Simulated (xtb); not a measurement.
SSi, triplet, from a rough starting geometry (the spin is typed, not shown lowest); GFN2-xTB (xtb).

The xtb input:
```
$ xtb mol.xyz --gfn 2 --uhf 2 --opt vtight --json

# file mol.xyz
2

Si     0.94276378    -0.04674641    -0.00802147
S     -0.97384135    -0.03261159     0.00674962
```

Q: Write the output that xtb gives for this input, abridged.

A: 
```
   ID    Z sym.   atoms
    1   14 Si     1
    2   16 S      2

           -------------------------------------------------
          |                Calculation Setup                |
           -------------------------------------------------

           -------------------------------------------------
          |                 G F N 2 - x T B                 |
           -------------------------------------------------

          ...................................................
          :                      SETUP                      :
          :.................................................:
          :  # basis functions                  20          :
          :  # atomic orbitals                  18          :
          :  # shells                            6          :
          :  # electrons                        10          :
          :  max. iterations                   250          :
          :  Hamiltonian                  GFN2-xTB          :
          :  restarted?                      false          :
          :  GBSA solvation                  false          :
          :  PC potential                    false          :
          :  electronic temp.          300.0000000     K    :
          :  accuracy                    1.0000000          :
          :  -> integral cutoff          0.2500000E+02      :
          :  -> integral neglect         0.1000000E-07      :
          :  -> SCF convergence          0.1000000E-05 Eh   :
          :  -> wf. convergence          0.1000000E-03 e    :
          :  Broyden damping             0.4000000          :
          :  net charge                          0          :
          :  unpaired electrons                  2          :
          ...................................................

 iter      E             dE          RMSdq      gap      omega  full diag
   1     -4.8906166 -0.489062E+01  0.885E+00    0.00       0.0  T
   2     -4.8910960 -0.479359E-03  0.464E+00    0.00       1.0  T
   3     -4.8886384  0.245751E-02  0.219E+00    0.00       1.0  T
   4     -4.8922810 -0.364253E-02  0.813E-01    0.00       1.0  T
   5     -4.8924061 -0.125144E-03  0.198E-01    0.00       1.0  T
   6     -4.8924276 -0.215276E-04  0.155E-01    0.00       1.0  T
   7     -4.8924473 -0.196236E-04  0.510E-02    0.00       1.4  T
   8     -4.8924485 -0.121511E-05  0.291E-02    0.00       2.4  T
   9     -4.8924495 -0.971620E-06  0.284E-03    0.00      24.9  T
  10     -4.8924495 -0.973905E-08  0.858E-04    0.00      82.4  T
  11     -4.8924495 -0.449327E-09  0.214E-04    0.00     330.5  T

   *** convergence criteria satisfied after 11 iterations ***

 transition dipole moment (au) for excitation:           5           6
     X       Y       Z
  -0.0044  -0.3829  -0.2014  total (au/Debye):    0.433   1.100
 dE (eV)             :    2.941
 oscillator strength :  0.19079E-01

         :::::::::::::::::::::::::::::::::::::::::::::::::::::
         ::                     SUMMARY                     ::
         :::::::::::::::::::::::::::::::::::::::::::::::::::::
         :: total energy              -4.850380477989 Eh    ::
         :: gradient norm              0.136767351605 Eh/a0 ::
         :: HOMO-LUMO gap              0.000000000012 eV    ::
         ::.................................................::
         :: SCC energy                -4.892449467057 Eh    ::
         :: -> isotropic ES            0.007453230003 Eh    ::
         :: -> anisotropic ES          0.001629745289 Eh    ::
         :: -> anisotropic XC         -0.000301512451 Eh    ::
         :: -> dispersion             -0.001011595673 Eh    ::
         :: repulsion energy           0.042068989068 Eh    ::
         :: add. restraining           0.000000000000 Eh    ::
         :: total charge               0.000000000133 e     ::
         :::::::::::::::::::::::::::::::::::::::::::::::::::::

      -----------------------------------------------------------
[...]
 * total energy  :    -4.8503805 Eh     change       -0.3739054E-10 Eh
 * total energy  :    -4.8621442 Eh     change       -0.1176369E-01 Eh
 * total energy  :    -4.8621451 Eh     change       -0.9636165E-06 Eh
 * total energy  :    -4.8621456 Eh     change       -0.4185127E-06 Eh
 * total energy  :    -4.8621456 Eh     change       -0.1152811E-09 Eh
   *** GEOMETRY OPTIMIZATION CONVERGED AFTER 5 ITERATIONS ***
         :: total energy              -4.862145554576 Eh    ::
[...]
         :: -> anisotropic XC          0.000130999443 Eh    ::
         :: -> dispersion             -0.001010951164 Eh    ::
         :: repulsion energy           0.011439950389 Eh    ::
         :: add. restraining           0.000000000000 Eh    ::
         :: total charge               0.000000000018 e     ::
         :::::::::::::::::::::::::::::::::::::::::::::::::::::

           -------------------------------------------------
          |                Property Printout                |
           -------------------------------------------------

    * Orbital Energies and Occupations

         #    Occupation            Energy/Eh            Energy/eV
      -------------------------------------------------------------
         1        2.0000           -0.7080049             -19.2658
         2        2.0000           -0.5804673             -15.7953
         3        1.8839           -0.3767389             -10.2516
         4        1.8839           -0.3767389             -10.2516
         5        1.2322           -0.3736743             -10.1682
         6        0.5000           -0.2724834              -7.4146 (HOMO)
         7        0.5000           -0.2724833              -7.4146 (LUMO)
         8                         -0.1789486              -4.8694
         9                         -0.0837495              -2.2789
        10                         -0.0837495              -2.2789
        11                         -0.0448051              -1.2192
        12                         -0.0448050              -1.2192
        13                          0.0244712               0.6659
        14                          0.0287055               0.7811
        15                          0.0287055               0.7811
        16                          0.0822649               2.2385
        17                          0.0822649               2.2385
        18                          0.6724163              18.2974
      -------------------------------------------------------------
                  HL-Gap            0.0000001 Eh            0.0000 eV
             Fermi-level           -0.3236469 Eh           -8.8069 eV

     #   Z          covCN         q      C6AA      α(0)
     1  14 Si       0.879     0.364   225.091    32.603
     2  16 S        0.879    -0.364   154.939    21.054

 Mol. C6AA /au·bohr⁶  :        742.906966
 Mol. C8AA /au·bohr⁸  :      45171.550890
 Mol. α(0) /au        :         53.656801

Wiberg/Mayer (AO) data.
largest (>0.10) Wiberg bond orders for each atom

 ---------------------------------------------------------------------------
     #   Z sym  total        # sym  WBO       # sym  WBO       # sym  WBO
 ---------------------------------------------------------------------------
     1  14 Si   1.315 --     2 S    1.315
     2  16 S    1.315 --     1 Si   1.315
 ---------------------------------------------------------------------------

Topologies differ in total number of bonds
Writing topology from bond orders to xtbtopo.mol

molecular dipole:
                 x           y           z       tot (Debye)
 q only:        1.446      -0.011      -0.011
   full:        1.338      -0.010      -0.010       3.401
molecular quadrupole (traceless):
                xx          xy          yy          xz          yz          zz
 q only:       -0.086      -0.162       0.044      -0.002       0.001       0.042
  q+dip:       -0.923      -0.141       0.463       0.008       0.001       0.460
   full:       -1.083      -0.139       0.543       0.010       0.001       0.540

optimized geometry written to: xtbopt.xyz

           -------------------------------------------------
          | TOTAL ENERGY               -4.862145554576 Eh   |
          | GRADIENT NORM               0.000001403986 Eh/α |
          | HOMO-LUMO GAP               0.000001701549 eV   |
           -------------------------------------------------

normal termination of xtb
```
